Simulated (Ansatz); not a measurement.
Consider the cleavage of the B–Sn bond: `F[B](F)[SnH3]` + NH₃ → `NB(F)F` + `[SnH4]`.

Program: Ansatz. Geometries: PBE0-D4/def2-TZVP. ΔE: electronic, gas phase. CCSD(T)/CBS is the MP2 limit (def2-TZVPP, def2-QZVPP) plus CCSD(T) − MP2 in def2-TZVPP, frozen cores. This one scheme is used for every species. Functionals use def2-TZVPP. Elements past krypton have def2 core potentials. For Sn outer-core shells are correlated without core-valence functions, which leaves a few kJ/mol of doubt a bond. Each species was taken in one conformer, which may not be the lowest.

```tsv
level	ΔE (kJ/mol)
B97M-V	-139.2
BHLYP-D4	-136.7
BLYP	-122.5
r2SCANh	-131.8
CAM-B3LYP	-136.0
MP2/def2-SVP	-151.7
CCSD(T)/def2-SVP	-147.3
SCS-MP2/def2-QZVPP	-124.9
```

What does CCSD(T)/CBS give? (Estimate.)

The calculation gave: -120.1 kJ/mol. The listed levels differ from it by -19.1, -16.6, -2.4, -11.7, -15.9, -31.6, -27.2, -4.8 kJ/mol.

Largest T1 diagnostic among the species: 0.014.

From PBE to PBE0 (25 % exact exchange), in def2-TZVPP and without D4, ΔE moves by −8.2 kJ/mol. Leaving LDA and LC-ωPBE aside and taking each functional with its dispersion term where it has one, the values, not all of them listed here, spread over 21.8 kJ/mol, from B97M-V to revPBE-D4. LDA lies −14.2 kJ/mol from PBE without D4.
